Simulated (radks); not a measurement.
Values are calculated unless marked as measured or tabulated.
The hydrogen anion H-, [He], held by a Watson sphere: a shell of charge +1 at radius R that stands for the Madelung well of a crystal (potential energy -1/R inside, -1/r outside, in hartree with lengths in bohr). Level of theory: non-relativistic Kohn-Sham, LDA (Slater exchange, VWN5 correlation), spin-polarised, spherical densities, point nucleus (a radial shooting solver on a logarithmic mesh with Libxc functionals). Response by self-consistent Sternheimer equations with the Hartree and adiabatic LDA kernel. The sphere does not respond.

R (bohr),e(1s) (eV),<r> 1s (bohr),sum of <r^2> (bohr^2),X-ray form factor at sin(theta)/lambda = 0.1 1/angstrom,alpha (bohr^3)
1.42,-8.334,1.605,6.815,1.578,9.619
1.6,-7.809,1.678,7.448,1.545,11.39
2.01,-6.811,1.827,8.866,1.476,16.03
2.17,-6.480,1.879,9.407,1.451,18.05
2.67,-5.603,2.025,11.04,1.382,25.14
2.69,-5.572,2.030,11.10,1.379,25.45
2.71,-5.541,2.035,11.16,1.377,25.76
2.96,-5.179,2.098,11.93,1.347,29.77
3.32,-4.718,2.179,13.00,1.310,36.02
